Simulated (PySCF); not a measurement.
# Unknown compound

Molecular formula: C6H9ClSi. Simulated spectra:

$^{1}$H NMR (400 MHz, computed): δ 4.27 (s, 3H), 3.23 (d, 2H), 2.18 (s, 3H), 1.55 (t, 1H).

$^{13}$C{$^{1}$H} NMR (computed): δ 149.2 (C), 131.2 (C), 84.1 (C), 77.6 (CH), 33.6 (CH2), 26.1 (CH3).

All values are calculated (PySCF): coordinates at the GFN2-xTB level, GIAO PBE0/pcSseg-1 shieldings. Isolated molecule, fast rotation and ring inversion assumed for equivalent nuclei, one conformer, relativity neglected.

Referencing at the same level of theory: $^{1}$H (σ = 31.72 ppm), $^{13}$C (σ = 186.93 ppm) against TMS.

Which candidate is it?
A. CC1=C[SiH2][C@H]1/C=C\Cl
B. C=C=C(C)[Si@H](Cl)C=C
C. C=C(C#C[SiH2]C)CCl
D. C#CC/C(Cl)=C(/C)[SiH3]

## Answers

D. 

1. Rings plus π bonds: 3 (no ring in the answer).
2. 6 carbon signals for 6 carbons: no two carbons are equivalent.
3. Carbon types of the structure: 3 × C, 1 × CH, 1 × CH2, 1 × CH3, leaving 3 H on heteroatoms.
4. δC 149.2, 131.2: fully substituted alkene carbon; as expected for a trigonal carbon in a double bond.
5. δC 84.1: alkyne carbon; sp carbons lie upfield of alkene carbons because the cylindrical π system leaves one tensor component strongly shielded.
6. δC 77.6: terminal alkyne carbon; the triple bond shields along its axis, which puts it between sp3 and sp2 carbons.
7. δC 33.6: allylic sp3 CH2; saturated and bonded to C and H only.
8. δC 26.1: allylic methyl carbon; a saturated carbon with 1 carbon neighbour and no heteroatom attached.

The others: C=C(C#C[SiH2]C)CCl would give 5 signals for carbon-bound and other non-exchanging H, not 4; CC1=C[SiH2][C@H]1/C=C\Cl would give 7 signals for carbon-bound and other non-exchanging H, not 4; C=C=C(C)[Si@H](Cl)C=C would give 6 signals for carbon-bound and other non-exchanging H, not 4.

Carbons that carry Cl, above all several Cl atoms, come out too deshielded, partly because spin–orbit coupling is missing. Shifts are as computed. Against solution values, carbons near 30 ppm lie about +3 ppm off and those near 130 ppm about +5 ppm; carbons on Cl a further +6 ppm. Of 1211 compounds with measured shifts, 218 miss one by over three times the rms of a fit or turn the order of signals round; such compounds aren't used in these exercises. Multiplicities follow the n + 1 count of equivalent neighbours, as no J values were calculated; m marks all less simple cases, F and P coupling included.
